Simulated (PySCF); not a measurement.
Ga²⁺ (gallium, charge +2) across methods

[Ar] 3d10 4p1, 2P determinant (an excited configuration). Calculation: PySCF 2.14, in x2c-QZVPPall with one added diffuse shell each of s, p, d, f type (12s8p6d5f1g, 110 functions); the spin-free X2C one-electron Hamiltonian (Gaussian nucleus).

```tsv
method	E (hartree)	mean ε 3d α (eV)	mean ε 3d β (eV)	mean ε 4p α (eV)	Σ⟨r²⟩ (bohr²)	⟨S²⟩
r2SCAN	-1942.583	-41.539	-41.404	-19.531	19.89	0.752
r2SCANh	-1942.569	-42.861	-42.734	-19.808	19.89	0.751
M06-L	-1942.545	-41.347	-41.250	-19.094	19.90	0.752
PBE	-1942.337	-41.058	-40.913	-19.330	19.97	0.751
PBE0	-1942.359	-44.475	-44.349	-20.077	19.96	0.751
UHF	-1941.04748	-53.746	-53.679	-21.781	20.18	0.751
LDA	-1939.448	-41.425	-41.278	-19.407	19.90	0.751
LC-wPBE	-1942.380	-46.595	-46.456	-22.570	19.93	0.751
```
